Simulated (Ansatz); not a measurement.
CAlClFNO (`O=C=[N][Al]([F])[Cl]`), charge 0, multiplicity 1.

Q: Give a relaxed structure at PBE0-D4/def2-TZVP (Ansatz). (Best estimate.)

A: Ansatz gave: 
```xyz
6

O    -0.0728    1.4964   -2.5338
C    -0.1006    0.9189   -1.5258
N    -0.1388    0.3266   -0.4867
Al   -0.0397   -0.5708    1.0022
F    -1.3698   -0.7089    1.9385
Cl    1.7217   -1.4622    1.6056
```
Point group Cs.
